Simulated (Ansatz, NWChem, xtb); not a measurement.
**C2H7BO: which of these isomers lies lowest?**

2 of its isomers, all singlets with charge 0: A = `CB(C)O`; B = `CBOC`.

Shapes, held fixed at every level: PBE0-D4/def2-TZVP. Flexible molecules stand in one conformer, not always the lowest. Programs: Ansatz 0.2.0, NWChem 7.3.0, xtb 6.7.1.

A:

```xyz
11

C    -0.0822    1.3508   -0.6170
B    -0.2149   -0.1751   -0.2757
C     0.4732   -0.8109    0.9913
O    -0.9554   -0.9360   -1.1315
H    -0.4326    1.5936   -1.6216
H    -0.6783    1.9352    0.0945
H     0.9464    1.7058   -0.5032
H     0.1481   -1.8298    1.2229
H     1.5582   -0.8416    0.8350
H     0.3208   -0.1948    1.8823
H    -1.0181   -1.8542   -0.8563
```

B:

```xyz
11

C    -1.3062    1.3417   -0.3647
B    -0.4347    0.2067    0.2571
O     0.6266   -0.2671   -0.4252
C     1.4544   -1.2897    0.0839
H    -0.9660    1.6570   -1.3526
H    -2.3514    1.0213   -0.4376
H    -1.3157    2.2146    0.2979
H    -0.6787   -0.2682    1.3408
H     1.4464   -2.1330   -0.6101
H     1.1138   -1.6261    1.0674
H     2.4768   -0.9142    0.1637
```

Electronic energies in kJ/mol, without zero-point or thermal terms.

(1) From chemical knowledge, estimate the order of stability.

Answers

(1) A < B in rising energy, over a span of 98 kJ/mol, by CCSD(T)/CBS estimate. All levels agree on that. The B − A difference spans +50.6 to +99.0 kJ/mol over the levels. The CBS estimate extrapolates MP2 from def2-TZVPP and def2-QZVPP and adds CCSD(T) − MP2 in the triple-zeta set, cores frozen.

| level | kind | B − A |
| --- | --- | --- |
| GFN0-xTB | semi-empirical | +50.6 |
| SPW92/def2-TZVPP | LDA | +98.4 |
| PBE-D4/def2-TZVPP | GGA | +95.9 |
| r2SCAN-D4/def2-TZVPP | meta-GGA | +99.0 |
| PBE0/def2-SVP | global hybrid | +92.7 |
| wB97X-V/def2-TZVPP | range-separated hybrid | +92.5 |
| MP2/def2-SVP | perturbation theory | +95.6 |
| CCSD(T)/def2-TZVPP | coupled cluster or CI | +95.8 |
| CCSD(T)/CBS estimate | coupled cluster or CI | +97.8 |
